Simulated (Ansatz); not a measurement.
Ideal-gas functions of `FC(F)(F)[SiH3]` at 600 K and 1 bar, from an Ansatz frequency run at PBE0-D4/def2-TZVP.

Molar mass 100.12 g/mol, point group C3v (symmetry number 3), electronic degeneracy 1, moments of inertia 94.741, 173.095, 173.1 u Å². Harmonic wavenumbers (cm⁻¹, unscaled): 121, 211, 211, 403, 502, 502, 637, 637, 745, 893, 934, 934, 1136, 1136, 1229, 2257, 2275, 2275.

Use S(trans) = R[1.5 ln M + 2.5 ln T − 1.1517]; rotational temperatures θ = 24.2544 K / I; S(rot) = R[ln(√π/σ · √(T³/θAθBθC)) + 1.5]; for each mode x = 1.438777 ν̃/T, S = R[x/(eˣ − 1) − ln(1 − e⁻ˣ)] and H = RT x/(eˣ − 1); 1 cm⁻¹ = 0.0119627 kJ/mol; R = 8.31446 J/(mol·K).

Q: By hand: the entropy, in J/(mol·K).

A: Translation 180.8. Rotation: θ = 0.256, 0.1401, 0.1401 K, giving 109.9. Vibration, mode by mode: 18.63, 14.07, 14.07, 8.91, 7.26, 7.26, 5.56, 5.56, 4.51, 3.41, 3.16, 3.16, 2.15, 2.15, 1.81, 0.24, 0.23, 0.23, in all 102.4. Electronic 0.0. Sum 393.1 J/(mol·K).

Q: By hand: H − E and G − E in kJ/mol, counted from the electronic energy.

A: Zero-point energy ½ × 17038 × 0.0119627 = 101.9; thermal vibration 33.3; translation, rotation and pV give 4 RT = 20.0. H − E = 155.2 kJ/mol, and G − E = 155.2 − 600 × 393.1/1000 = -80.7 kJ/mol.

Vibration gives 26 % of the entropy, 18.6 J/(mol·K) of it from the mode under 150 cm⁻¹: soft modes count most, and the harmonic formula is weakest for them.
